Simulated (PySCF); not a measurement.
## Sr₂Te: breathing scan

All numbers come from PySCF, PBE0, basis Te def2-SVP with ECP28, Sr def2-SVP with ECP28 (scalar-relativistic core potentials, no spin–orbit coupling, density fitting).

Rigid scan from the singlet minimum (Sr–Sr 3.679 Å, Te–Sr 3.017 Å (×2); Sr–Sr–Te 52.4° (×2), Sr–Te–Sr 75.1°). Coordinate: all bonds to the central atom scaled together. Energies in kJ/mol from the minimum.

(1) Predict the curve at 0.88, 0.92, 0.96, 1.00, 1.04, 1.08, 1.14, 1.22, 1.35.

Answers

(1) 
```json
{"scale of all bonds to the centre": "0.88", "E (kJ/mol)": "117.7", "dipole size (D)": "3.68"}
{"scale of all bonds to the centre": "0.92", "E (kJ/mol)": "45.8", "dipole size (D)": "4.19"}
{"scale of all bonds to the centre": "0.96", "E (kJ/mol)": "10.1", "dipole size (D)": "4.70"}
{"scale of all bonds to the centre": "1.00", "E (kJ/mol)": "0.0", "dipole size (D)": "5.21"}
{"scale of all bonds to the centre": "1.04", "E (kJ/mol)": "7.7", "dipole size (D)": "5.71"}
{"scale of all bonds to the centre": "1.08", "E (kJ/mol)": "27.7", "dipole size (D)": "6.21"}
{"scale of all bonds to the centre": "1.14", "E (kJ/mol)": "71.7", "dipole size (D)": "6.92"}
{"scale of all bonds to the centre": "1.22", "E (kJ/mol)": "142.6", "dipole size (D)": "7.74"}
{"scale of all bonds to the centre": "1.35", "E (kJ/mol)": "257.7", "dipole size (D)": "8.65"}
```

At long bonds a restricted determinant can lie too high, and another spin state can fall below this curve.
